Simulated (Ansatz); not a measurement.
[Se3]- (Se3⁻). Total charge -1; doublet. Geometry PBE-D4/def2-TZVPD; atoms count from 1.

Cartesian coordinates in Å:
```
Se 0.389 1.257 -1.491
Se 0.145 0.469 0.661
Se -0.534 -1.726 0.830
```

**Question.** Estimate the Mulliken populations from the PBE0/def2-TZVPD orbitals of Ansatz.

**Answer.** 
| atom | charge (e) | spin (α − β) |
| --- | --- | --- |
| Se1 | -0.53 | 0.32 |
| Se2 | 0.06 | 0.36 |
| Se3 | -0.53 | 0.32 |
Mulliken values and Mayer orders depend strongly on the basis. With diffuse functions, as here, like atoms can get unlike values, and bond orders can come out too low or too high.

**Question.** Where does the spin sit?

**Answer.** Summed by element: Se 1.00, of 1 unpaired in all. Largest on single atoms: Se2 0.36, Se1 0.32, Se3 0.32.

**Question.** And the Mayer bond orders between bonded heavy atoms (over 0.3)?

**Answer.** Se1–Se2 1.21 (2.30 Å); Se2–Se3 1.21 (2.30 Å). Values over 0.3 also appear between atoms too far apart for a bond (Se1–Se3 0.30 at 3.89 Å); they arise where an orbital or an unpaired electron spreads over both atoms.
